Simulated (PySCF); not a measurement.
A structure optimised at PBE0-D3(BJ)/def2-SVP, used in a PySCF frequency run:

```
S
C 1 1.8109
H 2 1.0983 1 111.38
H 2 1.0990 3 110.42 1 -122.83
H 2 1.1006 3 109.45 4 -120.05
Se 1 2.1911 2 102.42 3 -60.02
S 6 2.2163 1 104.43 2 -78.12
H 7 1.3538 6 97.42 1 -84.23
```

Problem. Write its SMILES and formula.

Solution. CS[Se]S, CH₄S₂Se

Problem. What are its rotational constants (standard atomic weights)?

Solution. 4.2760, 1.7409, 1.4251 GHz
